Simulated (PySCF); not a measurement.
Part of a log for `CB(O)O` (methylboronic acid): ground state, then the species with a core hole.

Level of theory: PySCF 2.14.0, delta-SCF UKS SCAN, pcX-2 on the ionised atom, pcseg-1 elsewhere, spin-free X2C. The program numbers atoms from 0. The cycles run on a coarse integration grid; for E(ground) and E(ion) the exchange–correlation energy is redone on a finer one, so they differ from the last cycle, and only they enter the binding energy.

Coordinates (Å, PBE0-D3(BJ)/def2-SVP):
```
C      0.856197    -0.253870    -0.000309
B     -0.688036     0.105855    -0.055940
O     -1.663813    -0.843612    -0.040724
O     -1.140019     1.389980    -0.084362
H      1.085615    -1.234836    -0.445116
H      1.185137    -0.296597     1.052607
H      1.491317     0.493238    -0.501616
H     -1.308156    -1.734593    -0.020852
H     -0.425046     2.029967    -0.099153
```

```
ground state, core basis on atom 1 (B), 112 functions
  cycle   1  E = -216.53502348  |g| = 5.52e-02
  cycle   2  E = -216.53482368  |g| = 4.77e-02
  cycle   3  E = -216.53522223  |g| = 2.09e-02
  cycle   4  E = -216.53529819  |g| = 6.51e-03
  cycle   5  E = -216.53530695  |g| = 5.11e-04
  cycle   6  E = -216.53530628  |g| = 3.31e-04
  E(ground) = -216.54572799 Eh
hole in B 1s of atom 1
  cycle   1  E = -208.90407313  |g| = 1.17e+00
  cycle   2  E = -208.31514456  |g| = 1.56e+00
  cycle   3  E = -209.19256100  |g| = 4.75e-01
  cycle   4  E = -209.26389859  |g| = 2.24e-01
  ...
  cycle   8  E = -209.28273412  |g| = 1.66e-03
  cycle   9  E = -209.28273493  |g| = 2.21e-03
  cycle  10  E = -209.28273727  |g| = 4.37e-04
  E(ion) = -209.29282400 Eh   <S^2> = 0.7705   hole on atom = 1.000
```

Problem. What is the B 1s binding energy of atom 1?

Solution. (-209.292824 − (-216.545728)) Eh × 27.2114 eV/Eh = 197.36 eV, for the three-coordinate boron.

```
ground state, core basis on atom 0 (C), 112 functions
  cycle   1  E = -216.37667421  |g| = 8.98e-01
  cycle   2  E = -216.13006453  |g| = 1.45e+00
  cycle   3  E = -216.53069707  |g| = 1.43e-01
  cycle   4  E = -216.53505571  |g| = 3.91e-02
  cycle   5  E = -216.53541503  |g| = 5.44e-03
  cycle   6  E = -216.53542068  |g| = 3.33e-03
  cycle   7  E = -216.53542125  |g| = 1.67e-03
  cycle   8  E = -216.53542091  |g| = 3.15e-04
  E(ground) = -216.54481131 Eh
hole in C 1s of atom 0
  cycle   1  E = -205.30879033  |g| = 1.50e+00
  cycle   2  E = -204.83440430  |g| = 1.68e+00
  cycle   3  E = -205.80726614  |g| = 3.69e-01
  cycle   4  E = -205.83249842  |g| = 2.64e-01
  ...
  cycle   8  E = -205.85821813  |g| = 1.64e-03
  cycle   9  E = -205.85821958  |g| = 5.12e-04
  cycle  10  E = -205.85821999  |g| = 9.75e-05
  E(ion) = -205.86644117 Eh   <S^2> = 0.7664   hole on atom = 1.000
```

Problem. What is the C 1s binding energy of atom 0?

Solution. (-205.866441 − (-216.544811)) Eh × 27.2114 eV/Eh = 290.57 eV, for the sp3 carbon bound to boron.

```
ground state, core basis on atom 2 (O), 112 functions
  cycle   1  E = -216.56573219  |g| = 9.84e-02
  cycle   2  E = -216.56513863  |g| = 7.06e-02
  cycle   3  E = -216.56543195  |g| = 5.70e-02
  cycle   4  E = -216.56597607  |g| = 3.96e-03
  cycle   5  E = -216.56597743  |g| = 9.23e-04
  cycle   6  E = -216.56597923  |g| = 2.18e-04
  E(ground) = -216.57294557 Eh
hole in O 1s of atom 2
  cycle   1  E = -195.96078299  |g| = 2.21e+00
  cycle   2  E = -195.67784155  |g| = 2.09e+00
  cycle   3  E = -196.71304143  |g| = 3.89e-01
  cycle   4  E = -196.72162486  |g| = 3.04e-01
  cycle   5  E = -196.75658739  |g| = 5.23e-02
  cycle   6  E = -196.75745167  |g| = 2.27e-02
  cycle   7  E = -196.75772445  |g| = 2.79e-03
  cycle   8  E = -196.75772836  |g| = 8.25e-04
  cycle   9  E = -196.75772876  |g| = 2.37e-04
  E(ion) = -196.76619592 Eh   <S^2> = 0.7610   hole on atom = 1.000
```

Problem. What is the O 1s binding energy of atom 2?

Solution. (-196.766196 − (-216.572946)) Eh × 27.2114 eV/Eh = 538.97 eV, for the boron-bound oxygen.

The ground state is recomputed for each atom, because the flexible core basis sits on the ionised atom alone; energies of different blocks can't be mixed. Geometry: PBE0-D3(BJ)/def2-SVP, one conformer, isolated molecule.

The values belong to the conformer `[CH3:1][B:2]([OH:3])[OH:4]`: H–O3–B2–C1 -2°, H–O4–B2–C1 2°.
Labels such as C1 count atoms from 1, the log's own numbers from 0.
